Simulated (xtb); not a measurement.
xtb input (GFN2-xTB):

```bash
xtb mol.xyz --gfn 2 --sp --chrg -1 --uhf 0
```
mol.xyz:
```
7

Ge     0.20561840     0.18195587    -0.21402856
C     -0.93860242    -0.82525658     0.96663904
H      1.61218003     0.35669680     0.39971119
H      0.35780422    -0.55646748    -1.55579574
H     -0.38811164     1.58131263    -0.45497256
H     -1.53709267    -0.34655004     1.73158840
H     -0.99295420    -1.90604011     0.92854846
```

End of the output:

```
         :::::::::::::::::::::::::::::::::::::::::::::::::::::
         ::                     SUMMARY                     ::
         :::::::::::::::::::::::::::::::::::::::::::::::::::::
         :: total energy              -6.699907206352 Eh    ::
         :: gradient norm              0.090669250317 Eh/a0 ::
         :: HOMO-LUMO gap              4.682787415220 eV    ::
         ::.................................................::
         :: SCC energy                -6.757983535182 Eh    ::
         :: -> isotropic ES            0.128593811569 Eh    ::
         :: -> anisotropic ES          0.012149493787 Eh    ::
         :: -> anisotropic XC          0.003999125465 Eh    ::
         :: -> dispersion             -0.004219275329 Eh    ::
         :: repulsion energy           0.058076328830 Eh    ::
         :: add. restraining           0.000000000000 Eh    ::
         :: total charge              -1.000000000000 e     ::
         :::::::::::::::::::::::::::::::::::::::::::::::::::::

           -------------------------------------------------
          |                Property Printout                |
           -------------------------------------------------

    * Orbital Energies and Occupations

         #    Occupation            Energy/Eh            Energy/eV
      -------------------------------------------------------------
         1        2.0000           -0.3611780              -9.8282
         2        2.0000           -0.2797179              -7.6115
         3        2.0000           -0.2252330              -6.1289
         4        2.0000           -0.2200700              -5.9884
         5        2.0000           -0.2026621              -5.5147
         6        2.0000           -0.1641969              -4.4680
         7        2.0000           -0.0399325              -1.0866 (HOMO)
         8                          0.1321567               3.5962 (LUMO)
         9                          0.1387415               3.7753
        10                          0.1482979               4.0354
        11                          0.2242110               6.1011
        12                          0.3069712               8.3531
        13                          0.3122303               8.4962
        14                          0.4520616              12.3012
        15                          0.5185504              14.1105
Note: The following floating-point exceptions are signalling: IEEE_DENORMAL
normal termination of xtb
        16                          1.0734109              29.2090
        17                          1.1890554              32.3558
        18                          1.2151075              33.0648
      -------------------------------------------------------------
                  HL-Gap            0.1720893 Eh            4.6828 eV
             Fermi-level            0.0461121 Eh            1.2548 eV

     #   Z          covCN         q      C6AA      α(0)
     1  32 Ge       3.673     0.090   170.207    23.431
     2   6 C        2.744    -0.331    37.351    10.007
     3   1 H        0.925    -0.191    10.184     4.990
     4   1 H        0.927    -0.188     9.920     4.925
     5   1 H        0.927    -0.188     9.920     4.925
     6   1 H        0.925    -0.096     5.425     3.642
     7   1 H        0.925    -0.096     5.425     3.642

 Mol. C6AA /au·bohr⁶  :       1104.665763
 Mol. C8AA /au·bohr⁸  :      42781.953460
 Mol. α(0) /au        :         55.562686

Wiberg/Mayer (AO) data.
largest (>0.10) Wiberg bond orders for each atom

 ---------------------------------------------------------------------------
     #   Z sym  total        # sym  WBO       # sym  WBO       # sym  WBO
 ---------------------------------------------------------------------------
     1  32 Ge   3.951 --     2 C    1.401     5 H    0.839     4 H    0.839
                             3 H    0.819
     2   6 C    3.485 --     1 Ge   1.401     7 H    0.960     6 H    0.960
     3   1 H    0.963 --     1 Ge   0.819
     4   1 H    0.965 --     1 Ge   0.839
     5   1 H    0.965 --     1 Ge   0.839
     6   1 H    0.991 --     2 C    0.960
     7   1 H    0.991 --     2 C    0.960
 ---------------------------------------------------------------------------

Topologies differ in total number of bonds
Writing topology from bond orders to xtbtopo.mol

molecular dipole:
                 x           y           z       tot (Debye)
 q only:        0.508       0.463      -0.555
   full:        0.838       0.718      -0.827       3.506
molecular quadrupole (traceless):
                xx          xy          yy          xz          yz          zz
 q only:        0.028      -2.375       0.160       3.151       2.321      -0.188
  q+dip:       -0.481      -2.094       0.519       2.212       1.953      -0.038
   full:       -1.201      -2.934       1.276       2.355       2.782      -0.075

           -------------------------------------------------
          | TOTAL ENERGY               -6.699907206352 Eh   |
          | GRADIENT NORM               0.090669250317 Eh/α |
          | HOMO-LUMO GAP               4.682787415220 eV   |
           -------------------------------------------------

------------------------------------------------------------------------
------------------------------------------------------------------------
 total:
 SCF:
```

This state (charge -1, singlet) is run at the relaxed geometry of the species with charge 0 and multiplicity 2.
